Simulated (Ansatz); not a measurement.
Born–Oppenheimer molecular dynamics of Cl4Hf (5 atoms, charge 0, multiplicity 1). It starts from a relaxed structure.

These are results of Ansatz 0.2.0, RHF/def2-SVP, not measurements.

| Property | Result |
| --- | --- |
| ensemble | NVE (velocity Verlet) |
| time step | 2 fs |
| steps asked | 150 |
| starting velocities drawn for | 300 K |
| seed | 916011 |

First frame:

```xyz
5
Properties=species:S:1:pos:R:3
Hf 0.001 0.000 0.001
Cl 0.000 0.000 2.354
Cl 2.219 0.000 -0.784
Cl -1.109 1.921 -0.784
Cl -1.109 -1.921 -0.784
```

Question: How far do the bonds stretch over the last three quarters of this one trajectory? (Pairs bonded in most of those frames.)

Answer: 
```
   bond  mean (Å)  spread (Å)  shortest  longest
Hf1–Cl2     2.352       0.033      2.31     2.40
Hf1–Cl3     2.363       0.046      2.29     2.43
Hf1–Cl4     2.358       0.016      2.33     2.38
Hf1–Cl5     2.349       0.030      2.31     2.40
```

Mean temperature of the second half: 152 K. The conserved energy stayed within 0.087 meV per atom of its start (net change 0.012 meV per atom), so the integration is sound. Over the second half the temperature averaged 0.51 of the 300 K drawn at the start: a run that starts near a minimum puts about half its kinetic energy into the potential. A run of 0.3 ps of so small a system gives no equilibrium averages.

Run time: 9.3 min on 1 thread of Intel(R) Xeon(R) Platinum 8488C (Sapphire Rapids), on a shared host, peak memory 0.24 GiB.
